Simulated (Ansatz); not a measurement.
Reactions of `F[SiH2]BC[SiH3]`.

Computed with Ansatz on PBE0-D4/def2-TZVP structures; ΔE is electronic, products minus reactants. CCSD(T)/CBS adds triple-zeta CCSD(T) − MP2 to the extrapolated MP2 energy (def2 sets, frozen cores). This one scheme is used for every species. DFT in def2-TZVPP. Elements past krypton have def2 core potentials. For Sn outer-core shells are correlated without core-valence functions, which leaves a few kJ/mol of doubt a bond. Each species was taken in one conformer, which may not be the lowest.

```
                                                       reaction  ωB97X-V (eV)  ωB97M-V (eV)  CCSD/CBS(def2) (eV)  HF/CBS(def2) (eV)
          `F[SiH2]BC[SiH3]` + `C=N` → `C=NBC[SiH3]` + `F[SiH3]`         -1.28         -1.33                -1.27              -1.32
 `F[SiH2]BC[SiH3]` + `[SnH4]` → `F[SiH2][BH][SnH3]` + `C[SiH3]`          0.25          0.28                 0.15               0.18
    `F[SiH2]BC[SiH3]` + `[AlH3]` → `[AlH2][SiH2]BC[SiH3]` + H–F          1.15          1.17                 1.12               1.52
        `F[SiH2]BC[SiH3]` + SiH₄ → `F[SiH2]B[SiH3]` + `C[SiH3]`          0.34          0.39                 0.34               0.30
`F[SiH2]BC[SiH3]` + `N[SiH2]S` → `N[SiH2]S[SiH2]F` + `BC[SiH3]`         -0.97         -1.03                -0.99              -1.02
  `F[SiH2]BC[SiH3]` + `NC(O)O` → `NC(O)(O)[SiH2]F` + `BC[SiH3]`          0.10          0.05                 0.12               0.14
              `F[SiH2]BC[SiH3]` + H–F → `FBC[SiH3]` + `F[SiH3]`         -1.77         -1.80                -1.73              -2.07
                        `F[SiH2]BC[SiH3]` → `BC([SiH3])[SiH2]F`         -0.42         -0.48                -0.45              -0.44
                     `F[SiH2]BC[SiH3]` → `FBC[SiH3]` + `[SiH2]`          2.12          1.94                 2.01               1.79
                `F[SiH2]BC[SiH3]` + H₂ → `B[SiH2]F` + `C[SiH3]`          0.02          0.06                -0.01              -0.33
```

(1) Give the CCSD(T)/CBS values in the same order. (Best estimate.)

Largest T1 diagnostic: 0.014, for `[AlH2][SiH2]BC[SiH3]`.

## Answers

(1) Ansatz gave: -1.28, 0.17, 1.05, 0.36, -1.01, 0.11, -1.69, -0.46, 2.05, 0.06 eV.
